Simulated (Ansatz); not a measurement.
**Four-centre ligand exchange**

Start structure (SnSiH$_{7}$Cl, singlet), relaxed at PBE0-D4/def2-TZVP:

Sn1  (-1.085, 0.635, -0.789)
Si2  (0.170, -1.413, 0.108)
H3  (-0.063, 1.597, -1.755)
H4  (-1.707, 1.572, 0.491)
H5  (-2.391, 0.097, -1.751)
H6  (1.877, 0.865, 1.392)
Cl7  (1.890, 2.147, 1.409)
H8  (1.322, -1.010, 0.967)
H9  (0.714, -2.230, -1.008)
H10  (-0.726, -2.260, 0.937)
(Å)

The step: SnSiH₆ ([SiH3][SnH3]) + HCl → SnH₃Cl ([Cl][SnH3]) + SiH₄; bonds formed: Sn1–Cl7, Si2–H6; bonds broken: Sn1–Si2, H6–Cl7. Program: Ansatz 0.2.0. Basis: def2-TZVPP and def2-QZVPP. Cores are frozen in the correlated methods. Filled d shells of the heavier atoms are correlated. Core potentials replace the inner electrons of the atoms past krypton. The def2 sets are not built for correlating such inner shells, so the correlated values are less sure here. Extrapolation: Hartree–Fock as exp(−7.88 √X), correlation as X^−2.97. Energies below are by CCSD(T) at an estimated basis limit (MP2 extrapolated from triple and quadruple zeta, plus CCSD(T) − MP2 in triple zeta).

What are the electronic barrier and the energy of the step, from the start structure to the end structure? (Judge from chemistry; the value comes from the calculation.)

Computed: Barrier 36.90 kcal/mol; step energy -14.62 kcal/mol (downhill); reverse barrier, their difference, 51.52 kcal/mol. Barrier and step energy count from the start structure, the reverse barrier from the end structure.

The saddle point: One imaginary mode of 974i cm⁻¹.
```
   pair  start (Å)  saddle (Å)  end (Å)
Sn1–Cl7       4.00        2.82     2.33
 Si2–H6       3.12        1.76     1.48
Sn1–Si2       2.56        2.85     4.52
 H6–Cl7       1.28        1.72     3.31
```

Zero-point energy (harmonic, PBE0-D4): ZPE is 32.81 kcal/mol at the start and 31.80 kcal/mol at the saddle, so the barrier goes from 36.90 to 35.89 kcal/mol.

No T1 diagnostic of these runs exceeds 0.015. The end structure is not quite a true minimum (one mode of 36i cm⁻¹).

Labels in which every atom is bracketed show which atoms are joined, not bond orders.

For scale, one of the runs: CCSD(T)/def2-TZVPP, 232 basis functions, launched by `ansatz run in.yaml --threads 4 --pin off --events-out ev --progress --plain --max-ram 9574MiB`. Time: 96 s of wall clock on 4 CPU threads of an Arm Neoverse V2; the host was shared. Peak host memory: 4.1 GiB.
